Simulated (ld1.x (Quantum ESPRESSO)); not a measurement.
## Logarithmic derivatives: fluorine, TM

ld1.x (Quantum ESPRESSO) 7.5 input, shortened:

```
&input
   title='F', zed=9., rel=1, dft='PBE', iswitch=3,
   config='[He] 2s2 2p5'
 /
 &inputp
   pseudotype=2, tm=.true., lloc=0,
   nlcc=.true., new_core_ps=.true., rcore=0.20
 /
2
2P  2  1   5.00   0.00  0.80  0.80  0.0
2S  1  0   2.00   0.00  0.30  0.30  0.0
 &test
   configts(1)='2s2 2p5'
 /
```

The phase is arctan(r·u′/u) with u = r·R(r), unwrapped; energies in Ry, scanned from -4 to 5 Ry. A pole is an energy at which the radial function vanishes at the test radius. The pseudo phase is shifted by a multiple of π to meet the all-electron one at the reference energy, and phase errors are pseudo minus all-electron; the curves can meet again beyond the range given. Levels narrower than the energy grid can be missing from the lists of poles.

Question: For each channel, where are the poles, and over which energies does the pseudopotential scatter like the atom?

Answer:

| channel | radius (bohr) | reference energy (Ry) | poles, all-electron | poles, pseudo | unbroken range about the reference energy with phases within 0.05 rad | phase error 1 Ry above the reference energy (rad) |
| --- | --- | --- | --- | --- | --- | --- |
| s | 0.90 | -2.20 | none | -2.02 | below -2.0 | -3.120 |
| p | 0.90 | -0.82 | none | none | the whole range | +0.000 |

A Bessel basis up to 400 Ry misses an occupied level by 0.12 Ry, so cutoffs and ghosts were not judged.

Phases in the p channel:

| E (Ry) | all-electron | pseudo |
| --- | --- | --- |
| -4.00 | 0.759 | 0.759 |
| -3.52 | 0.671 | 0.671 |
| -3.04 | 0.561 | 0.561 |
| -2.56 | 0.423 | 0.423 |
| -2.08 | 0.252 | 0.252 |
| -1.60 | 0.048 | 0.048 |
| -1.12 | -0.180 | -0.180 |
| -0.64 | -0.412 | -0.412 |
| -0.16 | -0.624 | -0.624 |
| 0.32 | -0.805 | -0.805 |
| 0.80 | -0.952 | -0.952 |
| 1.28 | -1.070 | -1.069 |
| 1.76 | -1.165 | -1.163 |
| 2.24 | -1.241 | -1.240 |
| 2.72 | -1.304 | -1.302 |
| 3.20 | -1.356 | -1.354 |
| 3.68 | -1.400 | -1.398 |
| 4.16 | -1.438 | -1.436 |
| 4.64 | -1.471 | -1.469 |
